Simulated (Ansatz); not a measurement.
`NC[SiH](N)F` and `N[SiH](N)F` differ in one atom or group.

Ansatz, PBE0-D4/def2-TZVP geometries, multiplicity 1. Each molecule was computed in one conformer, which needn't be the lowest.

```csv
property,`NC[SiH](N)F`
HOMO–LUMO gap (ωB97M-V/def2-TZVPP) / eV,11.57
HOMO energy (ωB97M-V/def2-TZVPP) / eV,-9.43
"ideal-gas entropy at 298 K and 1 bar (rigid rotor, harmonic PBE0-D4/def2-TZVP) / J/(mol·K)",347
HOMO energy (PBE/def2-TZVPP) / eV,-5.56
LUMO energy (B3LYP/def2-TZVPP) / eV,0.35
HOMO energy (B3LYP/def2-TZVPP) / eV,-6.81
```

Problem. Give the same properties after the change, and the shifts. (Best estimate.)

Solution. The calculation gave: 
```json
{"property": "HOMO–LUMO gap (ωB97M-V/def2-TZVPP) / eV", "`N[SiH](N)F`": "12.45", "shift": "0.88"}
{"property": "HOMO energy (ωB97M-V/def2-TZVPP) / eV", "`N[SiH](N)F`": "-10.04", "shift": "-0.61"}
{"property": "ideal-gas entropy at 298 K and 1 bar (rigid rotor, harmonic PBE0-D4/def2-TZVP) / J/(mol·K)", "`N[SiH](N)F`": "312", "shift": "-35"}
{"property": "HOMO energy (PBE/def2-TZVPP) / eV", "`N[SiH](N)F`": "-6.18", "shift": "-0.62"}
{"property": "LUMO energy (B3LYP/def2-TZVPP) / eV", "`N[SiH](N)F`": "0.64", "shift": "0.29"}
{"property": "HOMO energy (B3LYP/def2-TZVPP) / eV", "`N[SiH](N)F`": "-7.40", "shift": "-0.59"}
```

With PBE0 the HOMO falls by 0.61 eV and the LUMO rises by 0.34 eV, so the gap widens by about 0.95 eV. PBE moves the HOMO by -0.62 eV and ωB97M-V by -0.61 eV. The zero-point energy changes by -75.4 kJ/mol with -9 modes.

B3LYP here is the variant with VWN-RPA as its local correlation; programs differ in this.
